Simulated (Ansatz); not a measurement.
A nudged elastic band was laid between two geometries of CH₅AlBO (9 atoms, charge 1, multiplicity 1).

All numbers below come from Ansatz 0.2.0, RKS B3LYP/def2-SVP.

- movable images: 7
- climbing image: yes
- spring: 5.0 eV/Å²
- optimiser: quadratic models (default)
- start path: IDPP
- force threshold: 0.05 eV/Å
- iteration limit: 60
- end points: relaxed

Image 0:

```xyz
9
Properties=species:S:1:pos:R:3
B -0.339 2.235 0.421
Al -0.094 0.394 -0.594
C 0.253 -1.414 0.482
O 0.396 -2.506 -0.142
H 0.611 2.932 0.663
H -1.431 2.604 0.768
H -0.065 -0.243 -2.045
H 0.338 -1.594 1.571
H 0.330 -2.408 -1.123
```

Image 8:

```xyz
9
Properties=species:S:1:pos:R:3
B -0.437 2.128 0.310
Al -0.454 0.356 -0.866
C 0.146 -1.361 0.129
O 1.377 -1.684 0.170
H 0.546 2.821 0.341
H -1.408 2.450 0.943
H -0.824 -0.127 -2.319
H -0.537 -2.066 0.649
H 1.593 -2.518 0.644
```

(1) What changes between the two ends?

(2) What energy profile does the band end with?

(3) What is the geometry of the highest image?

Results:

(1) No bond is made or broken. The dihedral Al2–C3–O4–H9 goes from 0 to -179°.

(2) It converged. The highest image is number 5 of 0 to 8, 0.95 eV above the first end and 1.03 eV above the last; the last end lies 0.08 eV below the first. Beside the main top the profile has a ripple of under 15 meV (maxima at images 2, 5), which may be a very shallow well or noise. A structure lower than the first end lies on the path between it and the top, so the climb from that side starts below the end, which may itself be a saddle point or a shallow side well. A vibrational analysis at the climbing image gives one clearly imaginary mode, 1196i cm⁻¹: a first-order saddle point. Limits of this set-up: the dipole of an ion depends on the origin.

| image | path coordinate (Å) | energy (eV) | dihedral Al2–C3–O4–H9 (°) |
| --- | --- | --- | --- |
| 0 | 0.00 | 0.00 | 0 |
| 1 | 0.71 | 0.01 | -2 |
| 2 | 1.41 | 0.01 | -3 |
| 3 | 2.12 | 0.00 | -2 |
| 4 | 2.82 | -0.02 | -1 |
| 5 | 3.53 | 0.95 | -90 |
| 6 | 3.86 | 0.39 | -146 |
| 7 | 4.19 | -0.04 | -171 |
| 8 | 4.52 | -0.08 | -179 |

(3) 
```xyz
9
Properties=species:S:1:pos:R:3:forces:R:3
B -0.045 2.116 0.588 0.00 0.00 0.00
Al -0.461 0.487 -0.718 0.00 0.00 0.00
C -0.173 -1.396 0.083 0.02 0.00 0.01
O 0.935 -2.020 0.068 -0.04 0.00 -0.04
H 1.052 2.609 0.608 0.00 0.00 0.00
H -0.908 2.551 1.304 0.00 0.00 0.00
H -0.967 0.237 -2.192 0.00 0.00 0.00
H -0.958 -1.946 0.655 0.00 0.00 0.00
H 1.524 -2.636 -0.397 0.02 0.00 0.02
```

The run took 8.9 min on 1 thread of Arm Neoverse V1, with other jobs on the host, peak memory 0.16 GiB.
